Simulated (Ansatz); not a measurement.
`[OH][GaH][GaH2]` + `NB1CS1` → `[GaH2][NH]B1CS1` + `[OH][GaH2]` at 500 K and 1 bar (cleavage of the Ga–Ga bond).

Calculated with Ansatz (gas phase, PBE0-D4/def2-TZVP geometries, no zero-point term in ΔE). CBS: MP2 limit from def2 TZ/QZ plus the TZ coupled-cluster correction, frozen cores. For Ga outer-core shells are correlated without core-valence functions, which leaves a few kJ/mol of doubt a bond. Scalar relativity is left out up to krypton. Each species was taken in one conformer, which may not be the lowest.

```csv
species,CCSD(T)/CBS energy (Eh),H − E (kJ/mol),S (J/(mol·K))
`[OH][GaH][GaH2]`,-3925.47057,128.6,393.6
`NB1CS1`,-517.77714,188.1,335.0
`[GaH2][NH]B1CS1`,-2442.32425,210.5,417.9
`[OH][GaH2]`,-2000.92981,96.0,296.8
```

H − E and S are ideal-gas, rigid-rotor, harmonic terms from PBE0-D4/def2-TZVP, for one conformer and one mirror image of each species. 1 Eh = 2625.50 kJ/mol, R = 8.31446 J/(mol·K).

Q: By hand: ΔE, ΔH, ΔS and ΔG.

A: ΔE = (-2442.32425) + (-2000.92981) − (-3925.47057) − (-517.77714) = -0.00635 Eh = -16.7 kJ/mol. Δ(H − E) = 210.5 + 96.0 − 128.6 − 188.1 = -10.2, so ΔH = -26.9 kJ/mol. ΔS = 417.9 + 296.8 − 393.6 − 335.0 = -13.9 J/(mol·K). ΔG = -26.9 − 500 × (-13.9)/1000 = -19.9 kJ/mol.

Q: By hand: the equilibrium constant, and the temperature at which ΔG would vanish if ΔH and ΔS stayed fixed.

A: log₁₀ K = −ΔG/(RT ln 10) = 2.1. ΔG = 0 at ΔH/ΔS = 1935 K, though so small a ΔS makes that figure unsure.

The number of gas molecules stays the same, so ΔS is small and ΔH decides. A doubt of 5 kJ/mol in ΔE shifts log₁₀ K by 0.5 here. Other conformers and mirror images would add mixing entropy, several J/(mol·K) or more a flexible species. These are equilibria of isolated gas molecules and say nothing of rates. Largest T1 diagnostic: 0.015 (customary marks: 0.02 for closed shells, 0.045 for open ones).
